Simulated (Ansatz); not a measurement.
Start from `B[SiH2][CH2][InH2]` and change one atom or group to get `B[SiH2][CH2][AlH][CH3]`.

Ansatz, PBE0-D4/def2-TZVP geometries, multiplicity 1. Each molecule was computed in one conformer, which needn't be the lowest.

Elements past krypton have def2 core potentials.

| property | `B[SiH2][CH2][InH2]` |
| --- | --- |
| HOMO–LUMO gap (ωB97M-V/def2-TZVPP) / eV | 8.85 |
| HOMO energy (PBE/def2-TZVPP) / eV | -6.26 |
| HOMO–LUMO gap (PBE/def2-TZVPP) / eV | 2.70 |
| LUMO energy (PBE/def2-TZVPP) / eV | -3.56 |
| size of the dipole moment (ωB97M-V/def2-TZVPP) / D | 0.71 |
| HOMO–LUMO gap (B3LYP/def2-TZVPP) / eV | 4.39 |

Q: Give the same properties after the change, and the shifts. (Best estimate.)

A: Computed: 
```csv
property,`B[SiH2][CH2][AlH][CH3]`,shift
HOMO–LUMO gap (ωB97M-V/def2-TZVPP) / eV,9.91,1.06
HOMO energy (PBE/def2-TZVPP) / eV,-6.57,-0.31
HOMO–LUMO gap (PBE/def2-TZVPP) / eV,3.55,0.85
LUMO energy (PBE/def2-TZVPP) / eV,-3.02,0.54
size of the dipole moment (ωB97M-V/def2-TZVPP) / D,0.97,0.26
HOMO–LUMO gap (B3LYP/def2-TZVPP) / eV,5.38,0.99
```

With PBE0 the HOMO falls by 0.41 eV and the LUMO rises by 0.56 eV, so the gap widens by about 0.97 eV. PBE moves the HOMO by -0.31 eV and ωB97M-V by -0.46 eV. Dipoles are sizes alone; their direction can turn.

B3LYP here is the variant with VWN-RPA as its local correlation; programs differ in this.
